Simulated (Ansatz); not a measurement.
Reactions of C2H5FO2Si, SMILES `CC1(F)O[SiH]1O`.

Gas-phase electronic energies from Ansatz, PBE0-D4/def2-TZVP geometries. CCSD(T)/CBS is the MP2 limit (def2-TZVPP, def2-QZVPP) plus CCSD(T) − MP2 in def2-TZVPP, frozen cores. This one scheme is used for every species, atoms too. Functionals use def2-TZVPP. B3LYP here is the variant with VWN-RPA as its local correlation; programs differ in this. Open shells (•) are unrestricted, without spin–orbit coupling. Spin–orbit coupling would lower the free atoms: a little for C, F, O, Si. Each species was taken in one conformer, which may not be the lowest.

```
                                                                      reaction  ωB97M-V (kJ/mol)  B3LYP-D4 (kJ/mol)  ωB97X-V (kJ/mol)  CCSD(T)/CBS(def2) (kJ/mol)
                          `C[C@]1(F)O[Si@H]1O` → 2 C• + F• + 5 H• + 2 O• + Si•              4385               4347              4384                        4376
                                        `C[C@]1(F)O[Si@H]1O` → `O=C[SiH](O)CF`                85                 71                84                          83
                                       `C[C@]1(F)O[Si@H]1O` → `CC(=O)O[SiH2]F`              -202               -211              -204                        -205
                                        `C[C@]1(F)O[Si@H]1O` → `CO[Si]1(F)CO1`              -110               -115              -109                        -117
                                      `C[C@]1(F)O[Si@H]1O` → `C=C(F)[SiH](O)O`               -88                -97               -79                         -95
                                       `C[C@]1(F)O[Si@H]1O` → `C=C[Si](O)(O)F`              -325               -331              -312                        -342
                 `C[C@]1(F)O[Si@H]1O` → `[CH2]` (triplet) + `O[Si@H]1O[C@H]1F`               468                457               475                         465
                                       `C[C@]1(F)O[Si@H]1O` → `O=COC(F)[SiH3]`               185                169               176                         192
                                `C[C@]1(F)O[Si@H]1O` → `O[Si@@H]1C[C@@H](F)O1`               -95                -88               -96                         -94
`C[C@]1(F)O[Si@H]1O` + `O[SiH2][SiH3]` → `CO[SiH2][SiH3]` + `O[Si@H]1O[C@H]1F`                80                 74                76                          82
```

Largest T1 diagnostic: 0.015, for `O=COC(F)[SiH3]`.
